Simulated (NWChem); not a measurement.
# SiH₄TeO₂; SMILES O[Te]O[SiH3]

```xyz
8

Te     0.1081    -0.7725     0.4705
O     -1.7020    -1.0553    -0.3620
H     -2.3313    -0.5518     0.1946
O      0.6334     0.9581    -0.4473
Si     0.0047     2.4149     0.1518
H     -1.5020     2.3694     0.2214
H      0.4300     3.4846    -0.8123
H      0.5324     2.7275     1.5281
```
Atoms are numbered in this order, from 1.

Level: PBE-D3(BJ)/def2-SVP with def2 effective core potentials on Te (NWChem), optimised geometry, unscaled harmonic frequencies. def2 effective core potentials on Te; no spin-orbit coupling.

Problem. List the harmonic frequencies with IR intensities, and the thermochemistry.

Solution. 
| frequency (cm⁻¹) | IR intensity (km/mol) |
|---|---|
| 63 | 0.5 |
| 98 | 0.1 |
| 128 | 0.6 |
| 203 | 4.8 |
| 444 | 49.0 |
| 488 | 74.9 |
| 585 | 43.9 |
| 684 | 41.4 |
| 695 | 52.7 |
| 846 | 268.1 |
| 900 | 58.8 |
| 911 | 103.2 |
| 949 | 221.1 |
| 971 | 49.1 |
| 2141 | 92.4 |
| 2154 | 117.6 |
| 2186 | 123.5 |
| 3670 | 71.8 |

```json
{
  "zero_point_energy": "25.9 kcal/mol",
  "thermal correction to the enthalpy at 298.15 K (with zero-point energy)": "30.7 kcal/mol",
  "heat capacity Cv": "21.5 cal/(mol K)",
  "entropy at 298.15 K and 1 atm (symmetry number 1)": "85.4 cal/(mol K)"
}
```

Rigid rotor and harmonic oscillator; modes under 100 cm⁻¹ make the entropy uncertain.
